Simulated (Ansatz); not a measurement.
Wavefunction ladder for AlClH₂S₂ (`[SH][Al]([SH])[Cl]`)

```xyz
6

S    -1.092    1.112   -1.504
Al    0.001    0.000    0.000
S    -1.081   -1.286    1.367
Cl    2.082    0.167    0.132
H     0.038    1.657   -1.989
H     0.052   -1.649    1.995
```

The species carries charge 0 and has multiplicity 1. Geometry: relaxed with PBE0-D4/def2-TZVP. It is one conformer, not always the lowest. Frozen core, restricted reference, Ansatz. CBS rows extrapolate triple and quadruple zeta; past MP2 they add the triple-zeta difference.

```
     basis      HF (Eh)  MP2 corr.  CCSD corr.    (T)  CCSD(T) total
  def2-SVP  -1497.34798   -0.44805           ?      ?              ?
def2-TZVPP            ?   -0.61125    -0.66521      ?              ?
def2-QZVPP  -1497.91053   -0.66946           –      –              –
 CBS(def2)  -1497.91629   -0.71258    -0.76654  as TZ    -1498.71314
```

(1) Fill in the withheld values. (Estimate.)

Answers

(1) Ansatz gave: def2-SVP CCSD corr.: -0.49551; def2-SVP (T): -0.01284; def2-SVP CCSD(T) total: -1497.85633; def2-TZVPP HF (Eh): -1497.86878; def2-TZVPP (T): -0.03031; def2-TZVPP CCSD(T) total: -1498.56430.
